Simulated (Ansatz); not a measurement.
Ansatz (a quantum-chemistry and plane-wave program) input:

Ansatz 0.2 input:
```yaml
crystal:
  periodic: [false, false, false]
  atoms:
    - {symbol: Si, position_ang: [1.47941424, 0.56693286, 0.06098385]}
    - {symbol: C, position_ang: [0.13558990, -0.44527435, -0.51572468]}
    - {symbol: Si, position_ang: [-1.52578341, -0.41449088, 0.11823995]}
    - {symbol: H, position_ang: [2.77980536, -0.14433780, 0.38095748]}
    - {symbol: H, position_ang: [2.01974168, 1.66862290, -0.83742257]}
    - {symbol: H, position_ang: [1.13823290, 1.30209220, 1.32304006]}
    - {symbol: H, position_ang: [0.32539045, -1.07708602, -1.38352361]}
    - {symbol: H, position_ang: [-2.64257808, 0.14602378, -0.74859438]}
    - {symbol: H, position_ang: [-1.64087647, 0.39450333, 1.37598864]}
    - {symbol: H, position_ang: [-2.14408682, -1.75236005, 0.47476924]}
basis:
  gaussian:
    orbitals: 6-31G*
hamiltonian:
  xc: {name: PBE0}
total_charge: -1
```

**Question.** Which total energy does the run end on?

**Answer.** -620.94134 Eh (PBE0/6-31G*).

It need not be the lowest isomer of its formula. Whether it binds its extra electron was not tested at this geometry.
